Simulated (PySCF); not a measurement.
# What a mistake does to a calculation on AlCFH4Si

These are calculations, not measurements. They come from PySCF 2.14.0, an open-source quantum chemistry program, on an isolated molecule that a program drew, which may never have been made. The molecule is AlCFH4Si (charge 0, singlet), drawn as the SMILES string `F[SiH2][CH2][Al]`.

Each row is a Hartree-Fock (HF) and frozen-core CCSD(T) single point in the cc-pV(D+d)Z basis, meant for a local HF minimum. Run 1 is clean. Each other run has one planted mistake out of seven kinds, and not every kind appears here: one electron removed, one electron added, multiplicity raised by two, geometry at a saddle point, minimal basis STO-3G, one bond length entered in bohr, all coordinates scaled. The reference is restricted for singlets and unrestricted otherwise, and also for a bond in bohr. Adding or removing an electron swaps singlet and doublet. Electrons count all cores. HOMO and LUMO are orbital energies over both spins, the gradient is its largest component, and the lowest frequency (negative if imaginary) is given only where the gradient is small. Bond lengths are over the 7 bonds as drawn. T1 is the CCSD diagnostic: over 0.02 (restricted) or 0.045 (unrestricted) a single reference is doubtful.

Geometry of the clean run:
```xyz
8
AlCFH4Si, angstrom
F    -0.3882    0.7583    1.0943
Si    0.1945   -0.0810   -0.1776
C    -0.7292   -1.6802   -0.2539
Al   -2.6472   -1.6921    0.4068
H     1.6473   -0.2014    0.0550
H    -0.0535    0.7514   -1.3725
H    -0.2117   -2.4305    0.3657
H    -0.7169   -2.0606   -1.2868
```

| run | electrons | basis functions | <S^2> | HOMO (eV) | LUMO (eV) | gradient (hartree/bohr) | lowest frequency (cm^-1) | mean bond (Å) | longest bond (Å) | T1 | HF (hartree) | CCSD(T) (hartree) | mistake |
|---|---|---|---|---|---|---|---|---|---|---|---|---|---|
| 1 | 46 | 94 | 0.000 | -7.86 | 1.08 | 2.9e-05 | 46 | 1.5235 | 2.029 | 0.0122 | -670.54316 | -671.07553 | no fault |
| 2 | 46 | 94 | 2.006 | -6.27 | 0.08 | 1.4e-02 | - | 1.5235 | 2.029 | 0.0157 | -670.49127 | -670.99734 | multiplicity raised by two |
| 3 | 46 | 32 | 0.000 | -4.16 | 9.53 | 2.4e-02 | - | 1.5235 | 2.029 | 0.0086 | -662.37107 | -662.54468 | minimal basis STO-3G |
| 4 | 45 | 94 | 0.782 | -15.84 | -6.21 | 4.1e-02 | - | 1.5235 | 2.029 | 0.0156 | -670.28553 | -670.78483 | ? |

**Which mistake was planted in run 4, and what did it cost?**

It counts 45 electrons, one fewer than the clean run, at the same geometry and basis. So the mistake is: one electron removed. Subtracting run 1 and multiplying by 627.51 kcal/mol a hartree, the energy moved by 161.7 kcal/mol in HF and 182.4 kcal/mol in CCSD(T).

